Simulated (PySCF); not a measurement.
Run record: geometry optimisation, trichlorogallium (`[Cl][Ga]([Cl])[Cl]`).

Method: PBE0-D3(BJ)/def2-SVP geometry optimisation, gas phase (PySCF 2.14.0). Start geometry: GFN2-xTB. The command runs a driver script over a list of jobs; the input below is this job's line of settings and its coordinates in Å.

Command:
```bash
OMP_NUM_THREADS=1 python probes_run.py task.json out
```

Input:
```
{"job": {"xc": "PBE0", "basis": "def2-SVP", "d3": "d3bj", "grid": 1, "shake": 0.01, "kind": "geom"}, "charge": 0, "multiplicity": 1}
Cl    -1.307780    -1.635650    -0.028500
Ga    -0.004010    -0.003920    -0.007670
Cl     2.041850    -0.347270    -0.001400
Cl    -0.692060     1.961460     0.004560
```

Output:
```
step   0  E = -3304.24098501  max force = 0.018955
step   1  E = -3304.24229978  max force = 0.009147
step   2  E = -3304.24270819  max force = 0.003341
step   3  E = -3304.24274821  max force = 0.000389
step   4  E = -3304.24274668  max force = 0.000434
step   5  E = -3304.24275104  max force = 0.000492
step   6  E = -3304.24275563  max force = 0.000186
optimisation converged
```

Energies in Eh; «max force» is the largest Cartesian gradient component in Eh/bohr.

Problem. Give the first gradient maximum in eV/Å.

Solution. With 1 Eh/bohr = 51.422 eV/Å, 0.975 eV/Å.

Problem. How much energy does the optimisation release, in kJ/mol?

Solution. E(step 0) − E(last step) = 0.001771 Eh, which is 4.6 kJ/mol.

Summary of the converged run: final energy -3304.24276 Eh after 6 steps; dipole 0.05 D.

Time: 20 s; peak memory 0.36 GiB. Hardware: an Arm Neoverse V1 with one thread (shared host).
Labels such as C1 count atoms from 1, the log's own numbers from 0.
